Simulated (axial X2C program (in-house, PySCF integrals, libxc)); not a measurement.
# RbH⁺: cheaper levels and CCSD(T), with spin–orbit coupling

All values were computed with an in-house all-electron X2C program for linear molecules (integrals from PySCF). Two-component (2c) means X2C with spin–orbit coupling and atomic mean-field two-electron Coulomb and Gaunt terms. Basis: Rb dyall-cv3z [12s13p8d4f1g], H dyall-v3z [6s2p1d] (cores contracted in-house); Gaussian nuclei, density fitting, unrestricted open shells. Masses: Rb 84.912 u, H 1.008 u.

State: Ω = 1/2 (⟨Sz⟩ = 0.50, ⟨Lz⟩ = 0.00 at HF); fragments Rb+ + H.

| level | Re (Å) | ωe (cm⁻¹) | De (eV) |
| --- | --- | --- | --- |
| PBE0 | 3.277 | 191.2 | 0.037 |
| HF | 3.460 | 151.1 | 0.021 |
| MP2 | 3.265 | 193.4 | 0.032 |
| CCSD | 3.256 | 196.3 | 0.032 |
| PW91 | 3.260 | 198.0 | 0.047 |

Correlated methods: 9 electrons correlated (number of frozen shells: Rb 3 s, 2 p, 1 d; H none), 195 virtual spin orbitals or spinors in MP2, 67 natural virtuals in coupled cluster.

CCSD(T), same Hamiltonian and basis:

Re = 3.250 Å, ωe = 196.4 cm⁻¹, De = 0.03 eV; T1 = 0.002 (Lee–Taylor normalisation).

Give the differences from CCSD(T) in the columns below.



| level | ΔRe (Å) | Δωe (cm⁻¹) |
| --- | --- | --- |
| PBE0 | 0.027 | -5.2 |
| HF | 0.210 | -45.3 |
| MP2 | 0.015 | -3.0 |
| CCSD | 0.006 | -0.1 |
| PW91 | 0.010 | 1.6 |

The state is one determinant whose occupation by symmetry is held fixed; it was picked as the lowest of a PBE0 search that is not exhaustive. Dissociation energies refer to the lowest single-determinant-based atoms at the same level and basis. Density functionals use the spin component along the axis (collinear). CCSD and (T) use frozen natural virtuals with an MP2 correction for the truncation; (T) itself is uncorrected, so its De runs slightly low. Under one Hamiltonian the search converged a single determinant, so lower ones may well exist. The bond is weak, and without diffuse functions and with truncated virtuals even CCSD(T) can be tens of per cent off in De.
